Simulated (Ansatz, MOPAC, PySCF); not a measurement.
Torsion H4–O1–Bi2–O3 in BiH3O2 (SMILES [OH][BiH][OH]); at each angle all else is relaxed with GFN2-xTB, and the levels are single points there.
Geometry at 90° (charge 0, multiplicity 1):
```xyz
6

O     -1.583    -0.265     0.598
Bi     0.403     0.343     0.363
O     -0.053     2.305     0.849
H     -2.070    -0.188    -0.221
H      0.694    -0.102     2.052
H     -0.617     2.310     1.620
```

On the grid 0° to 330°, 180° is the highest and 90° the lowest point at MP2/CBS(def2-TZVPP, def2-QZVPP) + ΔCCSD(T)/def2-TZVPP.

The state that PM7 reach isn't checked; PM7 holds dispersion and hydrogen-bond terms.

The values were computed with Ansatz (a program for electronic structure); MOPAC for PM7 (differences of heats of formation); PySCF for the dispersion terms.  In def2 rows elements past Kr take small-core potentials, without spin–orbit coupling.

Q: One of these levels gives 106.7 meV for the energy at 180° less that at 90°. Which?
(A) HF/def2-SVP
(B) PM7
(C) BLYP-D4/def2-TZVPP

A: C, BLYP-D4/def2-TZVPP. The others give 257.4 (PM7), 89.8 (HF/def2-SVP)
